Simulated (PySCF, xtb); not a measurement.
C4H8Cl, SMILES C(C)(C)(Cl)[CH2], multiplicity 2.

Harmonic wavenumbers (cm⁻¹) from GFN2-xTB in xtb at its own minimum, in rising order: 195, 227, 243, 249, 293, 339, 372, 395, 404, 673, 832, 928, 964, 1018, 1032, 1079, 1245, 1316, 1395, 1402, 1413, 1470, 1478, 1481, 1491, 3015, 3019, 3045, 3050, 3050, 3050, 3125, 3167.

Task: What does PySCF with PBE-D3(BJ)/def2-SVP give at its own minimum? (Estimate from the structure and the level; the computed values follow.)

Result: 242, 263, 265, 276, 298, 330, 388, 400, 436, 636, 795, 895, 922, 983, 990, 1056, 1229, 1267, 1332, 1344, 1390, 1394, 1402, 1418, 1427, 2971, 2975, 3064, 3067, 3080, 3088, 3090, 3199. Paired by order, the mean absolute difference is 36 cm⁻¹ and the zero-point energies are 66.4 and 65.6 kcal/mol.
